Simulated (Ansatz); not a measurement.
Harmonic frequencies (cm⁻¹) at PBE0-D4/def2-TZVP from Ansatz: 109, 414, 467, 696, 932, 937, 1004, 1064, 1113, 1248, 1493, 1739, 3074, 3142, 3701.

Which molecule is it?
A. `C=NBF`
B. `FC1BN1`
C. `FB1CN1`
D. `N[AsH][TeH]`

C.
